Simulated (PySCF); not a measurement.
Molfile (atoms numbered from 1):
```
C6H10OSi2
     RDKit          3D

 19 19  0  0  0  0  0  0  0  0999 V2000
   -3.8822   -1.5972   -0.3384 C   0  0  0  0  0  0  0  0  0  0  0  0
   -2.7138   -1.4120   -0.0712 C   0  0  0  0  0  0  0  0  0  0  0  0
   -1.3136   -1.1411    0.2087 C   0  0  2  0  0  0  0  0  0  0  0  0
   -1.1109   -0.1913    1.3761 C   0  0  0  0  0  0  0  0  0  0  0  0
   -0.8221    1.0926    1.1129 C   0  0  0  0  0  0  0  0  0  0  0  0
   -0.7096    1.5375   -0.3220 C   0  0  0  0  0  0  0  0  0  0  0  0
   -0.4961   -0.1226   -1.1886 Si  0  0  1  0  0  4  0  0  0  0  0  0
    1.1167   -0.5170   -1.2942 O   0  0  0  0  0  0  0  0  0  0  0  0
    2.4361   -0.6221   -0.2895 Si  0  0  0  0  0  4  0  0  0  0  0  0
   -4.9164   -1.7740   -0.5668 H   0  0  0  0  0  0  0  0  0  0  0  0
   -0.7763   -2.0933    0.3670 H   0  0  0  0  0  0  0  0  0  0  0  0
   -1.2295   -0.5606    2.3993 H   0  0  0  0  0  0  0  0  0  0  0  0
   -0.6824    1.8121    1.9269 H   0  0  0  0  0  0  0  0  0  0  0  0
   -1.6227    2.0669   -0.6486 H   0  0  0  0  0  0  0  0  0  0  0  0
    0.1332    2.2282   -0.4873 H   0  0  0  0  0  0  0  0  0  0  0  0
   -1.0944   -0.2929   -2.5368 H   0  0  0  0  0  0  0  0  0  0  0  0
    2.1718   -1.5938    0.8154 H   0  0  0  0  0  0  0  0  0  0  0  0
    2.7488    0.7141    0.3031 H   0  0  0  0  0  0  0  0  0  0  0  0
    3.5975   -1.0910   -1.0957 H   0  0  0  0  0  0  0  0  0  0  0  0
  1  2  3  0
  2  3  1  0
  3  4  1  0
  4  5  2  0
  5  6  1  0
  6  7  1  0
  7  8  1  0
  8  9  1  0
  7  3  1  0
  1 10  1  0
  3 11  1  1
  4 12  1  0
  5 13  1  0
  6 14  1  0
  6 15  1  0
  7 16  1  6
  9 17  1  0
  9 18  1  0
  9 19  1  0
M  END
```

Geometry: PBE0-D3(BJ)/def2-SVP; GIAO shifts from PySCF 2.14.0 with density-fitted response routines, gas phase, non-relativistic, averaged over equivalent atoms.

At PBE0/pcSseg-1 (217 basis functions, 74 s wall time on 1 thread of an Arm Neoverse N1, shared host):
```json
{"atoms": "C5", "δ (ppm)": "141.6"}
{"atoms": "C4", "δ (ppm)": "140.3"}
{"atoms": "C2", "δ (ppm)": "83.2"}
{"atoms": "C1", "δ (ppm)": "74.1"}
{"atoms": "C3", "δ (ppm)": "22.6"}
{"atoms": "C6", "δ (ppm)": "18.6"}
{"atoms": "Si7", "δ (ppm)": "19.9"}
{"atoms": "Si9", "δ (ppm)": "-38.5"}
{"atoms": "O8", "δ (ppm)": "25.3"}
{"atoms": "H13", "δ (ppm)": "6.23"}
{"atoms": "H12", "δ (ppm)": "6.20"}
{"atoms": "H16", "δ (ppm)": "5.29"}
{"atoms": "H17/H18/H19", "δ (ppm)": "4.77"}
{"atoms": "H11", "δ (ppm)": "2.62"}
{"atoms": "H10", "δ (ppm)": "1.86"}
{"atoms": "H14", "δ (ppm)": "1.64"}
{"atoms": "H15", "δ (ppm)": "1.47"}
```

Shifts are taken against calculated references (same method and geometry level): 13C (184.41 ppm) and 29Si (351.99 ppm) and 1H (31.27 ppm) vs TMS; 17O (334.56 ppm) vs H2O.

Predict the values at mPW1PW91/pcSseg-1 on the same geometry.

Results:


```csv
atoms,δ at mPW1PW91/pcSseg-1,change
C5,141.7,+0.1
C4,140.4,+0.1
C2,82.9,-0.3
C1,73.8,-0.3
C3,22.4,-0.2
C6,18.5,-0.1
Si7,19.3,-0.6
Si9,-38.5,+0.0
O8,24.4,-0.9
H13,6.21,-0.02
H12,6.18,-0.02
H16,5.25,-0.04
H17/H18/H19,4.72,-0.05
H11,2.60,-0.02
H10,1.87,+0.01
H14,1.63,-0.01
H15,1.46,-0.01
```

Referencing at the same level of theory: TMS for 13C (σref 183.54) and 29Si (σref 350.83) and 1H (σref 31.32); H2O for 17O (σref 333.30).

The largest change is at O8 (oxygen bonded to 2 Si). Cost: 217 basis functions, 69 s wall time on 1 thread of an Arm Neoverse N1, shared host. The order of the carbon signals is the same at both levels.

Experimental scales use liquid or dissolved standards, which lie at an offset from isolated H2O (liquid H2O: subtract about 36 ppm).
